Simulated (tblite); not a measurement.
Species: C8H10OSi.
Structure used (GFN2-xTB), in Å, numbered top down from 1:
```xyz
20
C8H10OSi angstrom
C      3.037   -0.056    0.088
C      1.966    0.059    1.147
O      2.213    0.166    2.330
C      0.603    0.035    0.626
C     -0.618    0.203    1.163
C     -1.342    0.046   -0.144
Si    -2.710   -1.241   -0.330
C     -1.407    1.343   -0.925
C     -0.213    1.183   -1.486
C      0.077   -0.121   -0.787
H      2.899    0.726   -0.656
H      2.948   -1.018   -0.414
H      4.022    0.029    0.538
H     -0.978    0.426    2.150
H     -3.888   -0.771    0.400
H     -2.221   -2.506    0.218
H     -3.000   -1.372   -1.758
H     -2.163    2.105   -0.945
H      0.386    1.755   -2.170
H      0.385   -0.980   -1.373
```

All values are computed: GFN2-xTB (tblite) harmonic vibrations without scaling, gas phase. The method is semi-empirical: single wavenumbers can be off by several per cent or more. Modes of hydrogen on silicon can be 10 to 20 % off. One conformer, not necessarily the lowest.

Harmonic wavenumbers (cm⁻¹): 46.0, 74.8, 85.8, 114.3, 122.5, 168.0, 203.3, 325.9, 355.8, 380.1, 431.2, 476.6, 535.0, 542.6, 557.5, 634.5, 666.2, 768.3, 776.3, 781.5, 791.2, 804.0, 837.0, 840.2, 936.5, 979.2, 986.4, 989.4, 1005.6, 1020.9, 1042.4, 1076.9, 1103.2, 1143.4, 1163.4, 1215.2, 1233.2, 1264.3, 1364.2, 1453.2, 1459.1, 1614.9, 1638.1, 1721.2, 2275.8, 2277.4, 2284.7, 3019.9, 3023.0, 3031.5, 3059.9, 3115.7, 3137.6, 3140.1.

A = 2292, B = 727.4, C = 645.0 MHz; mass 150.050 u (most abundant isotopes); point group C1, symmetry number 1.

Q: Zero-point energy?

A: ½Σν̃ = 32047 cm⁻¹ = 91.63 kcal/mol.

Q: Give the ideal-gas entropy at 298.15 K and 1 bar in the rigid-rotor, harmonic-oscillator model (classical rotation).

A: Translation 40.95, rotation 30.08, vibration 33.56: S = 104.6 cal/(mol K).

Q: And Cp and H(298.15 K) − H(0)?

A: Cp = 43.44 cal/(mol K), of which vibrations give 35.49 (their classical limit is 54 R = 107.3); H(298.15 K) − H(0) = 7.63 kcal/mol without the zero-point energy, 5.26 from vibrations.

Q: What must be added to the electronic energy to get the Gibbs energy at 298.15 K and 1 bar?

A: ZPE + [H(298.15 K) − H(0)] − T·S = 91.63 + 7.63 − 31.18 = 68.08 kcal/mol.

Q: Which modes carry the vibrational entropy at 298.15 K?

A: 46.0 cm⁻¹: 4.98; 74.8 cm⁻¹: 4.02; 85.8 cm⁻¹: 3.75; 114.3 cm⁻¹: 3.19; 122.5 cm⁻¹: 3.06; 168.0 cm⁻¹: 2.46 cal/(mol K); the other 48 give 12.08 together.

Q: Blend soft modes into free rotors: weight 1/[1 + (100 cm⁻¹/ν̃)⁴] for the oscillator and the rest for a rotor with moment μB/(μ + B), μ = h/(8π²ν), B = 10⁻⁴⁴ kg m². What vibrational entropy results?

A: 30.81 cal/(mol K) in place of 33.56, which changes −T·S at 298.15 K by +0.82 kcal/mol.

Hindered rotation and anharmonicity are outside this model. Other conformers, if any are populated, would add a mixing term that is left out. The structure is chiral; the term R ln 2 for an equal mix with its mirror image is left out.

On one thread, Arm Neoverse N1 (aarch64), no GPU, shared host with 64 logical CPUs at a one-minute load of 61, this took 1.6 s. This covers the Hessian and the dipole derivatives.
